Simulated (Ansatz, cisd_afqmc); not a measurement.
Species: B$_{2}$F$_{4}$, charge 0, singlet. B2F4 (SMILES FB(B(F)F)F).
B3LYP-D3(BJ)/def2-TZVP minimum from Ansatz (a first-principles code):
```
B
F 1 1.3221
F 1 1.3221 2 116.89
B 1 1.7178 2 121.55 3 -180.00
F 4 1.3221 1 121.55 2 90.00
F 4 1.3221 5 116.89 1 -180.00
```
Charge 0, spin multiplicity 1.

Total energies in cc-pVTZ, 34 correlated electrons, 6 frozen orbitals. UHF or UKS for unpaired electrons; spin-orbit terms are left out. Correlated methods leave the cores frozen. No relativity. The Monte Carlo rows (phaseless AFQMC, CISD trial, step 0.005/hartree) carry one-sigma bars that omit the constraint's bias. Outlying blocks are dropped, and bars are widened where a walk drifts. Over all cases where full CI ran beside it in this data, AFQMC minus full CI had a median of +0.1 mEh and passed +0.4 mEh in a tenth of the cases.

```
method         program         energy (Eh)  minus AFQMC/CISD (mEh)
----------  ----------  ------------------  ----------------------
HF              Ansatz          -447.54461            1220.6 ± 0.4
MP2             Ansatz          -448.72183              43.3 ± 0.4
CCSD            Ansatz          -448.72649              38.7 ± 0.4
CCSD(T)         Ansatz          -448.76326               1.9 ± 0.4
AFQMC/CISD  cisd_afqmc  -448.7652 ± 0.0004                     0.0
```
